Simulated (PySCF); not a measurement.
Polarisability and C₆ of Ca (calcium, neutral)

[Ar] 4s2, closed-shell 1S. Calculation: PySCF 2.14, in aug-cc-pwCVTZ-X2C (9s8p6d3f, 84 functions); the spin-free X2C one-electron Hamiltonian (Gaussian nucleus). Coupled (time-dependent) response in atomic units; α is the mean over directions.

| method | mean α (bohr³) | C₆ (like pair) | S(−4) |
| --- | --- | --- | --- |
| UHF | 182.8 | 2716 | 16520 |
| PBE | 158.0 | 2180 | 12470 |
| PBE0 | 162.8 | 2284 | 13120 |
| HSE06 | 158.0 | 2188 | 12370 |

S(−4) is the Cauchy moment in α(ω) = α(0) + S(−4) ω² + …

Reference α: 160.8 ± 4 bohr³ (recommended; Schwerdtfeger and Nagle, table of static dipole polarizabilities (2023 update)). Published C₆: 2163 (Chu and Dalgarno (2004); Tang, Norbeck and Certain (1976)).

Hartree-Fock lies above the reference because it lacks correlation, which contracts the outer shell.

α(iu) at PBE:

```tsv
u (hartree)	α(iu) (bohr³)
0	158.0
0.0500	132.1
0.100	89.22
0.200	40.39
0.300	22.34
0.500	10.46
0.750	5.964
1.00	4.066
1.50	2.332
2.00	1.524
3.00	0.7982
5.00	0.3372
```

A single London oscillator, α(iu) = α/(1 + u²/ω²), gives C₆ = (3/4) ω α². Matching the computed C₆ needs ω = 4 × 2180 / (3 × 158.0²) = 0.116 hartree.
